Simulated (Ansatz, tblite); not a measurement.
Forces on Al₁₀As₉H₂₆⁻, a nanocrystal cut from wurtzite AlAs (hydrogen-capped) at its PBE-D4/def2-SVP geometry. Charge -1, multiplicity 1.

The xTB rows come from tblite. Single mean-field runs in def2-TZVP are fitted with def2-universal-jkfit.

GFN2-xTB (tblite), largest force 0.61 eV/Å:

```xyz
45
positions Å, forces eV/Å
Al    1.369    2.919   -3.102   -0.047   -0.287    0.088
As    0.289    4.430   -1.320    0.031   -0.165   -0.140
Al    1.394   -0.923   -3.971    0.085    0.330    0.291
As    2.734   -2.565   -2.589   -0.434   -0.113   -0.047
As    0.725    0.704   -2.194    0.295    0.075   -0.530
Al    1.684    0.285    0.043    0.120   -0.054   -0.063
Al   -1.076    3.526    0.577   -0.008    0.245    0.117
As    0.488    1.892    1.601   -0.271    0.079    0.103
Al    1.806   -3.861   -0.626    0.084    0.342    0.278
As    1.101   -1.973    0.855    0.372   -0.475    0.096
Al    2.126   -2.486    3.053   -0.093    0.043   -0.287
Al   -0.709    0.919    3.547    0.006    0.148    0.227
As    1.007   -0.655    4.473    0.028   -0.158   -0.149
Al   -1.715    0.550   -2.239    0.045    0.077   -0.420
As   -2.720    1.992   -0.451   -0.194   -0.179    0.294
As   -2.081   -1.748   -1.278   -0.089    0.078    0.079
Al   -1.310   -2.334    1.046    0.112   -0.397    0.120
Al   -4.185    0.791    1.211    0.140    0.067    0.041
As   -2.369   -0.501    2.389   -0.254    0.241   -0.184
H     2.942    3.227   -2.989   -0.302    0.085   -0.106
H     0.541    3.278   -4.433    0.208    0.081    0.204
H     1.333    5.321   -0.646   -0.293    0.113   -0.176
H    -0.516    5.568   -1.948    0.281    0.066    0.210
H     2.366   -0.236   -5.056   -0.205   -0.210    0.089
H     0.111   -1.771   -4.464    0.232    0.074   -0.006
H     3.983   -1.834   -2.101   -0.140   -0.274   -0.223
H     3.458   -3.534   -3.529    0.171    0.223    0.175
H     3.255    0.603    0.128   -0.213   -0.010    0.018
H    -1.643    4.671    1.545    0.132   -0.192   -0.223
H     1.569    2.767    2.236    0.032    0.025    0.017
H     2.993   -4.718    0.046   -0.239    0.035   -0.188
H     0.510   -4.616   -1.224    0.237    0.032    0.042
H     3.695   -2.149    3.126   -0.273   -0.128    0.138
H     1.533   -3.844    3.680    0.187    0.236    0.027
H    -1.262    1.959    4.635    0.137   -0.229   -0.180
H     2.050    0.259    5.117   -0.250   -0.193    0.174
H     0.446   -1.210    5.782    0.255    0.249   -0.001
H    -2.465    0.747   -3.642    0.036   -0.046    0.311
H    -3.670    2.918   -1.211    0.033    0.017   -0.026
H    -1.388   -2.725   -2.222   -0.315    0.095    0.123
H    -3.519   -2.206   -1.503    0.255   -0.143   -0.158
H    -1.829   -3.777    1.511   -0.013    0.304   -0.087
H    -4.872    1.841    2.218    0.025   -0.248   -0.221
H    -5.092   -0.266    0.396    0.056    0.161    0.134
H    -3.085   -1.237    3.522    0.038   -0.020    0.015
```

PBE-D4/def2-TZVP (Ansatz), largest force 0.10 eV/Å:

```
Al -0.001 0.007 -0.022
As 0.015 0.067 0.004
Al -0.008 0.001 -0.025
As 0.090 -0.019 -0.029
As 0.006 -0.005 -0.004
Al -0.010 -0.005 -0.004
Al -0.012 0.011 0.020
As 0.032 0.033 0.026
Al -0.003 -0.025 0.006
As 0.005 -0.004 -0.006
Al 0.002 -0.021 0.010
Al -0.014 0.019 0.009
As 0.023 0.016 0.063
Al 0.002 0.008 -0.020
As -0.023 0.033 -0.018
As -0.023 -0.053 -0.044
Al 0.006 -0.018 0.010
Al -0.026 -0.002 0.002
As -0.017 -0.016 0.037
H -0.049 -0.010 -0.002
H 0.029 -0.013 0.040
H -0.058 -0.037 -0.035
H 0.043 -0.054 0.033
H -0.037 -0.020 0.036
H 0.050 0.034 0.023
H -0.075 -0.049 -0.034
H -0.040 0.065 0.062
H -0.048 -0.009 -0.002
H 0.017 -0.042 -0.031
H -0.049 -0.040 -0.029
H -0.044 0.028 -0.019
H 0.049 0.033 0.024
H -0.048 -0.009 -0.003
H 0.021 0.040 -0.021
H 0.016 -0.034 -0.040
H -0.057 -0.047 -0.024
H 0.030 0.031 -0.063
H 0.027 -0.004 0.046
H 0.042 -0.043 0.034
H -0.048 0.053 0.053
H 0.080 0.019 0.006
H 0.020 0.048 -0.013
H 0.023 -0.039 -0.037
H 0.033 0.041 0.032
H 0.031 0.033 -0.053
```

r2SCAN-D4/def2-TZVP (Ansatz), largest force 0.40 eV/Å:

```
Al 0.004 0.014 -0.030
As 0.033 0.392 0.035
Al -0.002 0.000 -0.030
As 0.378 -0.082 -0.120
As 0.005 0.008 -0.082
Al 0.040 -0.002 -0.007
Al -0.009 0.017 0.022
As 0.152 0.207 0.164
Al 0.003 -0.029 0.005
As 0.016 -0.079 0.017
Al 0.010 -0.027 0.016
Al -0.010 0.023 0.015
As 0.077 0.093 0.376
Al -0.013 -0.004 -0.050
As -0.173 0.195 -0.118
As -0.157 -0.276 -0.224
Al -0.006 -0.052 0.004
Al -0.040 -0.007 -0.001
As -0.130 -0.111 0.230
H -0.169 -0.032 -0.021
H 0.100 -0.039 0.135
H -0.220 -0.184 -0.141
H 0.170 -0.241 0.128
H -0.115 -0.077 0.111
H 0.148 0.101 0.044
H -0.274 -0.160 -0.106
H -0.162 0.218 0.211
H -0.167 -0.032 -0.007
H 0.063 -0.130 -0.108
H -0.212 -0.175 -0.128
H -0.138 0.085 -0.073
H 0.151 0.075 0.074
H -0.167 -0.044 -0.006
H 0.076 0.139 -0.068
H 0.061 -0.117 -0.124
H -0.220 -0.191 -0.133
H 0.119 0.113 -0.277
H 0.087 -0.016 0.157
H 0.186 -0.188 0.150
H -0.157 0.209 0.204
H 0.310 0.094 0.044
H 0.061 0.163 -0.047
H 0.067 -0.123 -0.116
H 0.089 0.127 0.100
H 0.139 0.145 -0.228
```
